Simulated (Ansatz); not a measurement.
Cl2Sr, charge +1, doublet, at a GFN2-xTB geometry (such geometries of metal compounds can be far from the true shape) (a state made from the parent by changing its charge; the spin is typed, not shown lowest) (core potentials on Sr). Base run: BLYP/def2-SVP (Ansatz, an electronic-structure program).

The Ansatz input:
Ansatz 0.2 input:
```yaml
crystal:
  periodic: [false, false, false]
  atoms:
    - {symbol: Sr, position_ang: [0.42538366, -0.91903218, 0.19248417]}
    - {symbol: Cl, position_ang: [0.49296414, 1.27448702, -1.17433119]}
    - {symbol: Cl, position_ang: [-1.44382173, 0.77982020, 0.74407246]}
basis:
  gaussian:
    orbitals: def2-SVP
hamiltonian:
  xc: blyp
total_charge: 1
magnetization: {spin_polarized: true, initial_magnetization: 1}
```

Variants of this job, named by their change:

| change | ΔE vs base (mEh) |
|---|---|
| base | 0.000 |
| occupation = up:A1:9 A2:1 B1:4 B2:8 down:A1:9 A2:2 B1:3 B2:7 | 257.8 |
| occupation = up:A1:9 A2:2 B1:4 B2:7 down:A1:9 A2:2 B1:3 B2:7 | 250.8 |
| occupation = up:A1:9 A2:2 B1:3 B2:8 down:A1:9 A2:2 B1:3 B2:7 | 0.000 |
| symmetry_tolerance_ang = 0.01 | 0.000 |
| occupation = up:A1:8 A2:3 B1:3 B2:8 down:A1:9 A2:2 B1:3 B2:7 | 282.6 |
| occupation = up:A1:9 A2:1 B1:3 B2:9 down:A1:9 A2:2 B1:3 B2:7 | 270.4 |
